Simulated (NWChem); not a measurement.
Molecule: SiOH, doublet; SMILES O=[SiH]

Program: NWChem. Spin-unrestricted. In the optimisation the excess spin sits in a' (Cs, its own frame). No stability test was run on the SCF state. Each level has its own optimisation; frequencies are unscaled.

```csv
level,r O–Si (Å),r H–Si (Å),highest harmonic frequency (cm⁻¹),lowest (cm⁻¹),zero-point energy (kcal/mol),dipole (D)
PBE/def2-SVP,1.563,1.555,1836,582,5.0,2.68
"LDA (Slater exchange, VWN5)/def2-SVP",1.550,1.559,?,576,5.1,2.70
BP86/def2-TZVP,1.545,1.544,1844,579,5.1,3.02
PBE0/def2-SVP,1.540,1.536,1936,617,5.3,3.04
```

Q: Some entries are withheld; supply them.

A: 
- LDA (Slater exchange, VWN5)/def2-SVP, highest harmonic frequency (cm⁻¹): 1820
